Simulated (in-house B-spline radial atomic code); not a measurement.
Inner-shell binding energies (edges) and X-ray emission energies of free atoms and ions, as differences of relaxed hole-state energies with first-order Breit, QED and recoil terms, without correlation or multiplet splittings, in NIST's listed ground configurations. For neutral atoms such line energies lie within some 1 to 5 eV of tabulated X-ray lines (up to 20 eV for the heaviest). K = 1s, L1 = 2s. A dash marks a subshell that is part filled or wasn't run, or a line left out. Computed with an all-electron radial atomic-structure program (B-spline basis): Dirac-Hartree-Fock, average of the configuration, finite nuclei.

| ion | configuration | K edge (eV) | L1 edge (eV) |
| --- | --- | --- | --- |
| S | [Ne] 3s2 3p4 | 2480.14 | 237.66 |
| Cl+ | [Ne] 3s2 3p4 | 2846.06 | 295.04 |
| Ar2+ | [Ne] 3s2 3p4 | 3240.1 | 359.86 |
| K3+ | [Ne] 3s2 3p4 | 3662.15 | 431.96 |
| Ca4+ | [Ne] 3s2 3p4 | 4112.22 | 511.27 |
| Sc5+ | [Ne] 3s2 3p4 | 4590.3 | 597.73 |
| Ti6+ | [Ne] 3s2 3p4 | 5096.45 | 691.33 |
| V7+ | [Ne] 3s2 3p4 | 5630.72 | 792.05 |
